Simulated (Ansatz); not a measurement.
Stepwise reaction of `C[O][SnH]([OH])[OH]` with hydrogen chloride, as a gas-phase model of exchange steps in deposition or etching. ΔE in kJ/mol.

Gas-phase electronic energies from Ansatz, PBE0-D4/def2-TZVP geometries. CBS: MP2 limit from def2 TZ/QZ plus the TZ coupled-cluster correction, frozen cores. This one scheme is used for every species. DFT in def2-TZVPP. B3LYP here is the variant with VWN-RPA as its local correlation; programs differ in this. Elements past krypton have def2 core potentials. For Sn outer-core shells are correlated without core-valence functions, which leaves a few kJ/mol of doubt a bond. One conformer a species, not always the lowest.

```csv
step,reaction,PBE-D4,B3LYP-D4,ωB97M-V,CCSD(T)/CBS
1,`C[O][SnH]([OH])[OH]` + HCl → `C[O][SnH]([OH])[Cl]` + H₂O,-67.9,-68.5,-67.6,-68.1
2,`C[O][SnH]([OH])[Cl]` + HCl → `C[O][SnH]([Cl])[Cl]` + H₂O,-67.7,-68.5,-68.1,-68.5
```

(1) By hand: ΔE of the 2 steps together at CCSD(T)/CBS.

Answers

(1) (-68.1) + (-68.5) = -136.6 kJ/mol, or -68.3 kJ/mol a step.

In ΔE the steps differ by no more than 0.4 kJ/mol. All are downhill at CCSD(T)/CBS. PBE-D4 differs from CCSD(T)/CBS by 0.2 to 0.8 kJ/mol a step. Isolated molecules leave out the surface, adducts and barriers. Largest T1 diagnostic: 0.014.
